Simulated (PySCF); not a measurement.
## Radial density of Ni²⁶⁺ (nickel, charge +26)

PW91, 1s2, closed-shell 1S. Computed with PySCF 2.14 in an uncontracted even-tempered set (17 s from 30 bohr⁻², ratio 2.2; 7 p from 46 bohr⁻², ratio 2.4; 4 d from 140 bohr⁻², ratio 2.4; 3 f from 210 bohr⁻², ratio 2.4; 3 g from 310 bohr⁻², ratio 2.4), with scalar relativity by spin-free X2C-1e.

```json
{"r (bohr)": "0.000717", "4πr²ρ (e/bohr)": "0.1312"}
{"r (bohr)": "0.00121", "4πr²ρ (e/bohr)": "0.3360"}
{"r (bohr)": "0.00203", "4πr²ρ (e/bohr)": "0.8470"}
{"r (bohr)": "0.00341", "4πr²ρ (e/bohr)": "2.076"}
{"r (bohr)": "0.00574", "4πr²ρ (e/bohr)": "4.851"}
{"r (bohr)": "0.00965", "4πr²ρ (e/bohr)": "10.44"}
{"r (bohr)": "0.0162", "4πr²ρ (e/bohr)": "19.50"}
{"r (bohr)": "0.0273", "4πr²ρ (e/bohr)": "28.61"}
{"r (bohr)": "0.0459", "4πr²ρ (e/bohr)": "27.86"}
{"r (bohr)": "0.0773", "4πr²ρ (e/bohr)": "13.59"}
{"r (bohr)": "0.130", "4πr²ρ (e/bohr)": "2.076"}
{"r (bohr)": "0.219", "4πr²ρ (e/bohr)": "0.04534"}
{"r (bohr)": "0.368", "4πr²ρ (e/bohr)": "3.896e-05"}
```

Densities and radii are taken from the X2C orbitals without a picture-change correction, which distorts them close to the nucleus.
